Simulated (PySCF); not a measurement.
Excitations are Tamm–Dancoff values on a coarser integration grid. The basis has no diffuse functions, so Rydberg states are missing or too high.

Z-matrix (Å, degrees):
```
Si
O 1 1.6469
C 2 1.4124 1 124.25
H 3 1.1012 2 108.48 1 -167.94
H 3 1.1035 4 108.90 2 -121.65
H 3 1.1054 4 108.12 5 -117.38
O 1 1.6559 2 105.42 3 36.07
C 7 1.4081 1 124.10 2 -171.91
H 8 1.1014 7 108.79 1 176.90
H 8 1.1048 9 108.58 7 121.65
H 8 1.1074 9 107.86 10 117.03
O 1 1.6576 2 115.84 3 -78.54
C 12 1.4108 1 123.94 2 -63.99
H 13 1.1019 12 108.91 1 -160.05
H 13 1.1051 14 108.13 12 120.98
H 13 1.1053 14 108.62 15 116.92
N 1 1.7075 2 105.31 3 162.34
H 17 1.0133 1 121.75 2 167.67
H 17 1.0137 18 112.12 1 -155.08
```
Charge 0, multiplicity 1.

Estimate the dipole moment, HOMO–LUMO gap, LUMO, S1 excitation (TDA) and S1 oscillator strength that r2SCAN-D4/def2-TZVP // r2SCAN-D4/def2-SVP in PySCF 2.14.0 returns for this input.


| Item | Result |
|---|---|
| dipole moment | 1.25 D |
| HOMO–LUMO gap | 6.92 eV |
| LUMO | 0.63 eV |
| S1 excitation (TDA) | 6.98 eV |
| S1 oscillator strength | 0.038 |
